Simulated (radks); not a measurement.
All-electron atom: Rb III in [Ar] 3d10 4s2 4p4 7s1 (not the ground configuration). Calculated with a radial shooting solver on a logarithmic mesh with Libxc functionals: Dirac Kohn-Sham, PBE, spin-unpolarised, spherical densities, point nucleus; open shells fill j = l - 1/2 first.

X-ray form factor f0, the Fourier transform of the density (f0(0) = 35):

sin(theta)/lambda (1/angstrom)  f0 (electrons)
0.05                                    33.616
0.1                                     32.566
0.15                                    30.870
0.2                                     29.020
0.25                                    27.069
0.3                                     25.219
0.4                                     22.034
0.5                                     19.413
0.6                                     17.138
0.8                                     13.244
1                                       10.274
1.25                                     7.897
1.5                                      6.576
2                                        5.198
